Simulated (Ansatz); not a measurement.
`[SiH3][SiH2][SiH2][SiH3]` + `OCS[SiH3]` → `[SiH3]OCS[SiH3]` + trisilane  (cleavage of the Si–Si bond)

Calculated with Ansatz (gas phase, PBE0-D4/def2-TZVP geometries, no zero-point term in ΔE). CBS: MP2 limit from def2 TZ/QZ plus the TZ coupled-cluster correction, frozen cores. DFT in def2-TZVPP. B3LYP here is the variant with VWN-RPA as its local correlation; programs differ in this. One conformer a species, not always the lowest.

```
                   species  B3LYP-D4 energy (Eh)
`[SiH3][SiH2][SiH2][SiH3]`           -1164.12079
               `OCS[SiH3]`            -804.75757
         `[SiH3]OCS[SiH3]`           -1095.52098
      `[SiH3][SiH2][SiH3]`            -873.38586
```

Problem. Work out ΔE.

Solution. ΔE = (-1095.52098) + (-873.38586) − (-1164.12079) − (-804.75757) = -0.02848 Eh = -17.9 kcal/mol. CCSD(T)/CBS gives -17.5 kcal/mol.

Largest T1 diagnostic among the species: 0.014.

In def2-TZVPP, CCSD(T) changes the Hartree–Fock value by +6.1 kcal/mol (the triples alone add +0.9 kcal/mol) and MP2 by +4.5 kcal/mol. From PBE to PBE0 (25 % exact exchange), in def2-TZVPP and without D4, ΔE moves by −1.7 kcal/mol.
